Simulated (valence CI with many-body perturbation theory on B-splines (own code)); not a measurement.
Ce¹⁶⁺: key properties

Computed by configuration interaction combined with many-body perturbation theory (CI+MBPT): six valence electrons over a frozen Dirac-Fock core [Kr], radial functions for each j: 7 s, 7 p, 8 d, 6 f, 4 g, 1 h, with the one-electron correlation potential Σ1, the two-electron term Σ2, the three-electron term Σ3, Breit, model QED; selected CI, second order for the rest, scaled by the run's own slope (own B-spline code, finite nucleus).

No measured levels were compared; by estimate terms of the open shell hold to 2 to 4 % of their energy, and close levels can change places. Core correlation moves these levels by up to 10000 cm⁻¹, and in measured spectra 5 to 20 % of such shifts remained as error; rates that hang on mixing are uncertain with them. Among the levels kept, up to 1100 cm⁻¹ of a level comes from second order outside the variational space, and about a tenth of that is noise between levels of different J, which matters for small intervals. Only levels of the ground parity were solved; by the run's estimate the other parity begins above the list, which can be wrong where configurations are misplaced.

Names give the largest LS component (configuration and term), which can be under half, so a name can repeat, a term be missing and a line seem to break the LS rules; names also repeat where a configuration has a term twice.

Rates and lifetimes use the calculated energies. Strong lines usually hold to 10 to 20 %, long lifetimes can be off by a factor of two.

(1) What is the ground level?

(2) Name the longest-lived excited levels whose lifetime is computed, and their main decay.

(3) What is the ionisation energy?

(4) How well does LS coupling describe the low levels?

Results:

(1) 4d⁶ ⁵D_4, composition 74 % 4d⁶ ⁵D + 20 % 4d⁶ ³F + 2 % 4d⁶ ¹G, g = 1.423.

(2) 4d⁶ ⁵D_2 at 13394 cm⁻¹ lives 1220 s, mostly by E2 to 4d⁶ ⁵D_4; 4d⁶ ⁵D_0 at 25975 cm⁻¹ lives 509 s, mostly by E2 to 4d⁶ ⁵D_2. The lifetime of 4d⁶ ³H_6 is too uncertain to give, and may be longer.

(3) 436.51 eV; NIST lists 435 ± 3 eV (theoretical).

(4) Among the lowest 20 levels the leading LS term, summed over configurations, holds 61 % on average. For single configurations the figures are 60 % in LS and 68 % in jj coupling. Terms mix most in the J = 4 level at 35703 cm⁻¹, where the leading one holds 26 %.
